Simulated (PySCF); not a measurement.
All values below come from PySCF 2.14.0 with ωB97X-D3(BJ)/def2-TZVP // PBE0-D3(BJ)/def2-TZVP. Gas-phase values, no solvent. One relaxed conformer stands for a flexible species; it need not be the lowest. Excitations are Tamm–Dancoff values on a coarser integration grid. The basis has no diffuse functions, so Rydberg states are missing or too high.

Reference species (SMILES): `B(Br)(Br)Br` (neutral, multiplicity 1).

```yaml
T1 excitation (TDA): 5.01 eV
S1 excitation (TDA): 5.16 eV
S1 oscillator strength: 0.000
S1–T1 gap (TDA): 0.14 eV
```

Changed species: `OB(O)Br` (H–O–B–Br torsion -180°, Br–B–O–H torsion 180°) (2 of 3 Br replaced by OH; the reference has 0 of 3 Br replaced by OH).

Problem. Give the shifts of the T1 excitation (TDA), S1 excitation (TDA), S1 oscillator strength and S1–T1 gap (TDA).

Solution. the T1 excitation (TDA) goes up by 2.57 eV, to 7.58 eV; the S1 excitation (TDA) goes up by 2.74 eV, to 7.90 eV; the S1 oscillator strength hardly moves; the S1–T1 gap (TDA) rises by 0.17 eV, to 0.31 eV.
